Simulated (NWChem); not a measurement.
Basis-set convergence for arsine (H₃As)

SMILES: [AsH3]
```xyz
4

As     0.0010     0.0710     0.0000
H     -0.6467    -0.7723     1.1007
H     -0.6467    -0.7723    -1.1007
H      1.2596    -0.7997     0.0000
```
Charge 0, spin multiplicity 1.

The numbers come from NWChem runs, not from measurements. The geometry was optimised at B3LYP/def2-SVP, a minimum by its harmonic frequencies.

Quantity: vertical ionisation energy at the level ΔCCSD(T) (Δ: difference of total energies, the cation a doublet at the parent's geometry with its hole in an orbital of symmetry a' (Cs labels); it is the state that the SCF runs reached, from PBE0 orbitals for Hartree-Fock references, and need not be the lowest).

The Hamiltonian is non-relativistic. The correlated methods keep 9 core orbitals frozen. The Pople sets run with spherical d functions. The stability of the SCF solutions was not checked. Open-shell Hartree-Fock references start from PBE0 orbitals; any time given for them includes that run.

Relative cost: rough, from shared machines, SCF included, 3-21G = 1.

Task: In def2-TZVPP the value is 10.41 eV. Among 3-21G, 6-31G*, cc-pVDZ, def2-SVP, aug-pcseg-1, def2-TZVPD, cc-pVTZ, which is the smallest basis within 0.05 eV of it?

Result: def2-TZVPD, with 81 functions against 90 (also within reach: cc-pVTZ). def2-TZVPP isn't the basis-set limit itself, and a small set can land close by cancellation.

| basis | functions | vertical ionisation energy (eV) | relative cost |
|---|---|---|---|
| 3-21G | 28 | 9.64 | 1 |
| 6-31G* | 38 | 10.03 | under 3 |
| cc-pVDZ | 42 | 10.17 | 6 |
| def2-SVP | 47 | 10.18 | under 3 |
| aug-pcseg-1 | 63 | 10.22 | 5 |
| def2-TZVPD | 81 | 10.38 | 10 |
| cc-pVTZ | 85 | 10.40 | 30 |
| def2-TZVPP | 90 | 10.41 | 20 |
